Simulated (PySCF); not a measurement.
Pt: ionisation energy

Pt [Xe] 4f14 5d9 6s1 (3D) → Pt⁺ [Xe] 4f14 5d9 (2D), as a difference of total energies. Computed with PySCF 2.14 in x2c-TZVPPall (11s7p7d3f1g, 97 functions), with scalar relativity by spin-free X2C-1e. Correlated levels: valence: [Xe] 4f14 frozen. The calculations carry no spin-orbit coupling.

| method | ionisation energy (eV) |
| --- | --- |
| UHF | 7.594 |
| MP2 (valence) | 8.900 |
| SCS-MP2 (valence) | 8.695 |
| CCSD (valence) | 8.681 |
| CCSD(T) (valence) | 8.749 |

Task: How much does correlation contribute at CCSD(T) (valence)?

Result: 8.749 − (7.594) = 1.155 eV, measured against UHF.

A first-order spin-orbit estimate (lowest level to lowest level, LS coupling) adds -0.020 eV.

Errors of the correlated levels include the incompleteness of this basis and the frozen core.

For comparison: 8.959 eV (measured; NIST Atomic Spectra Database, ionization energies).
